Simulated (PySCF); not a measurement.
Orbital energies and ionisation energy

C3H7NSi.
SMILES with atom numbers: `[CH:1]#[C:2][CH2:3][NH:4][SiH3:5]` (hydrogens: H6 on C1; H7, H8 on C3; H9 on N4; H10, H11, H12 on Si5)

Structure used (PBE0-D3(BJ)/def2-SVP), in Å, numbered top down from 1:
```xyz
12
C3H7NSi angstrom
C      2.1148    1.0595   -0.7751
C      1.4176    0.1395   -0.4081
C      0.5610   -0.9589    0.0569
N     -0.5233   -0.5672    0.9300
Si    -2.0262    0.0818    0.3408
H      2.7325    1.8733   -1.1072
H      0.1399   -1.4725   -0.8256
H      1.1965   -1.7126    0.5554
H     -0.2009   -0.2316    1.8320
H     -2.9554    0.1483    1.5073
H     -1.9578    1.4457   -0.2803
H     -2.5414   -0.8571   -0.7020
```

Level: B3LYP/def2-SVPD (PySCF). Frontier orbitals with their largest atomic shares (Löwdin; up to four atoms above 4 %):

| orbital | ε (eV) | main atoms |
| --- | --- | --- |
| HOMO−3 | -9.44 | Si5 40 %, H10 32 %, H12 16 %, H11 4 % |
| HOMO−2 | -7.91 | C2 39 %, C1 38 %, C3 8 %, N4 5 % |
| HOMO−1 | -7.64 | C1 42 %, C2 39 %, C3 8 %, H6 4 % |
| HOMO | -6.92 | ? |
| LUMO | -0.11 | Si5 23 %, C3 12 %, C1 11 %, C2 10 % |
| LUMO+1 | 0.59 | Si5 26 %, C1 18 %, C2 15 %, H10 9 % |
| LUMO+2 | 0.66 | C1 25 %, C2 23 %, C3 11 %, Si5 10 % |

Problem. What vertical ionisation energy does ΔSCF give, and how far is −ε(HOMO) from it?

Solution. ΔSCF: 9.10 eV (878 kJ/mol; threshold wavelength 136 nm); ⟨S²⟩ of the doublet left behind is 0.757, against 0.75 for a pure doublet. −ε(HOMO) is 6.92 eV, 2.18 eV below it. For the exact functional −ε(HOMO) would equal the first vertical ionisation energy; B3LYP (global hybrid, 20 % exact exchange) falls short of its own ΔSCF value by 24 %. Holes in the HOMO−1 and HOMO−2 were tried too where these lie within 1.2 eV of the HOMO; the lowest converged state counts.

Problem. On which atoms does the HOMO lie?

Solution. N4 (silicon-bound nitrogen) 56 %, Si5 (SiH3 silicon) 10 %, C2 (alkyne carbon) 7 %, H11 (Si–H hydrogen) 6 %, so more than half of it is on one atom. The HOMO−1 lies 0.72 eV lower.

Problem. What kinetic energy would electrons from this vertical process carry with 118.2 nm light (10.49 eV)?

Solution. 10.49 − 9.10 = 1.39 eV.

Problem. How many of the 10 lowest singlet excitations (vertical TDDFT, same level) lie below the ionisation energy?

Solution. All 10; they run from 5.75 to 7.27 eV.

One conformer (not necessarily the lowest) at the PBE0-D3(BJ)/def2-SVP geometry, without solvent, vibrations or thermal averaging.
